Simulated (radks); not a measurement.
Results of a calculation; reference values are marked as such.
Species: the krypton ion Kr2+. Configuration: [Ar] 3d10 4s2 4p3 6d1 (not the ground configuration).

Level of theory: scalar-relativistic Kohn-Sham, PBE, spin-polarised, spherical densities, finite nucleus; open shells are filled with parallel spins first; Fermi nuclear charge, rms radius 4.1884 fm (a radial shooting solver on a logarithmic mesh with Libxc functionals).

Energy parts (eV):
| part | energy |
|---|---|
| total | -75858.467 |
| kinetic | 77596.579 |
| electron-nucleus | -181782.118 |
| Hartree | 30923.662 |
| exchange-correlation | -2596.590 |

Orbitals (lengths in bohr, moments of r in powers of bohr; r(max) is where P^2 peaks):
| orbital | occ. | eigenvalue (eV) | r(max) |
|---|---|---|---|
| 1s up | 1 | -14196.08 | 0.02708 |
| 1s down | 1 | -14195.80 | 0.02708 |
| 2s up | 1 | -1901.544 | 0.1542 |
| 2s down | 1 | -1901.383 | 0.1542 |
| 2p up | 3 | -1685.693 | 0.1234 |
| 2p down | 3 | -1685.422 | 0.1234 |
| 3s up | 1 | -300.7599 | 0.4668 |
| 3s down | 1 | -300.3896 | 0.4670 |
| 3p up | 3 | -231.9943 | 0.4630 |
| 3p down | 3 | -231.5746 | 0.4632 |
| 3d up | 5 | -118.1783 | 0.4110 |
| 3d down | 5 | -117.6584 | 0.4109 |
| 4s up | 1 | -57.0339 | 1.306 |
| 4s down | 1 | -53.3721 | 1.292 |
| 4p up | 3 | -41.2756 | 1.453 |
| 4p down | 0 | -37.5921 | 1.445 |
| 6d up | 1 | -5.0861 | 10.37 |

The highest occupied level is 6d up at -5.086 eV. The configuration is held as typed, so some empty levels lie below it. The density falls to 0.001 e/bohr^3 at r = 3.33 bohr. The spin density at the nucleus is -1.595 e/bohr^3 (1s -0.561, 2s 0.158, 3s 0.136, 4s -1.327). Spin moment in Bohr magnetons: 4. The electron density at the nucleus is 5.016e+04 e/bohr^3 (large components only). Summed over all electrons, <r^2> = 127.7 bohr^2, which gives a Langevin (diamagnetic) susceptibility term of -101 x 10^-6 cm^3/mol.
